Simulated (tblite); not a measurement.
C5H6F4O.
Structure used (GFN2-xTB), in Å, numbered top down from 1:
```xyz
16
C5H6F4O angstrom
C     -0.285    0.465   -1.416
C     -0.377    0.275    0.097
C      0.844   -0.476    0.651
C      2.103    0.313    0.471
O      3.132   -0.002   -0.003
F      1.956    1.573    0.974
C     -1.637   -0.514    0.439
F     -1.642   -1.735   -0.113
F     -1.776   -0.695    1.763
F     -2.748    0.104    0.020
H      0.587    1.064   -1.662
H     -1.171    0.973   -1.788
H     -0.199   -0.497   -1.917
H     -0.473    1.245    0.595
H      0.964   -1.440    0.152
H      0.715   -0.645    1.725
```

Calculated harmonic vibrations of the isolated species, GFN2-xTB (tblite), most abundant isotopes, no scaling. Against measured fundamentals such values can be off by several per cent, at times by over 20. One conformer, not necessarily the lowest.

Harmonic wavenumbers (cm⁻¹): 32.3, 55.8, 68.4, 127.6, 185.8, 202.3, 234.5, 294.8, 360.3, 401.0, 429.5, 496.5, 514.8, 574.6, 589.6, 651.7, 803.8, 831.7, 900.6, 947.0, 1013.3, 1040.7, 1077.6, 1081.2, 1116.0, 1138.9, 1179.4, 1202.4, 1249.6, 1295.6, 1327.0, 1417.5, 1426.7, 1483.1, 1486.5, 1883.5, 2956.8, 2959.8, 3007.4, 3046.9, 3052.7, 3057.1.

A = 2523, B = 711.4, C = 694.1 MHz; mass 158.035 u (most abundant isotopes); point group C1, symmetry number 1.

Task: What is the zero-point energy?

Result: ½Σν̃ = 23601 cm⁻¹ = 282.34 kJ/mol.

Task: What is S at 200 K and 1 bar for an ideal gas of classical rigid rotors and harmonic oscillators?

Result: Translation 163.70, rotation 120.27, vibration 91.27: S = 375.2 J/(mol K).

Task: And Cp and H(200 K) − H(0)?

Result: Cp = 122.22 J/(mol K), of which vibrations give 88.96 (their classical limit is 42 R = 349.2); H(200 K) − H(0) = 16.05 kJ/mol without the zero-point energy, 9.40 from vibrations.

Task: Blend soft modes into free rotors: weight 1/[1 + (100 cm⁻¹/ν̃)⁴] for the oscillator and the rest for a rotor with moment μB/(μ + B), μ = h/(8π²ν), B = 10⁻⁴⁴ kg m². What vibrational entropy results?

Result: 81.19 J/(mol K) in place of 91.27, which changes −T·S at 200 K by +2.02 kJ/mol.

Task: What must be added to the electronic energy to get the Gibbs energy at 200 K and 1 bar?

Result: ZPE + [H(200 K) − H(0)] − T·S = 282.34 + 16.05 − 75.05 = 223.34 kJ/mol.

Task: How do the functions run with temperature in this model?

Result: 
| T (K) | S (J/(mol K)) | Cp (J/(mol K)) | H − H(0) (kJ/mol) | G − H(0) (kJ/mol) | ln q(vib) |
| --- | --- | --- | --- | --- | --- |
| 100 | 305.9 | 81.8 | 5.82 | -24.77 | 2.42 |
| 300 | 432.1 | 160.5 | 30.20 | -99.42 | 8.08 |
| 500 | 530.0 | 224.7 | 69.09 | -195.91 | 13.31 |
| 800 | 649.5 | 282.4 | 146.06 | -373.57 | 20.46 |
| 1000 | 715.2 | 305.8 | 205.02 | -510.20 | 24.77 |

q(vib) and H(0) count from the zero-point level.

Task: Which modes carry the vibrational entropy at 200 K?

Result: 32.3 cm⁻¹: 20.47; 55.8 cm⁻¹: 15.96; 68.4 cm⁻¹: 14.29; 127.6 cm⁻¹: 9.31; 185.8 cm⁻¹: 6.49; 202.3 cm⁻¹: 5.89 J/(mol K); the other 36 give 18.85 together.

Hindered rotation and anharmonicity are outside this model. Other conformers, if any are populated, would add a mixing term that is left out. The structure is chiral; the term R ln 2 for an equal mix with its mirror image is left out.
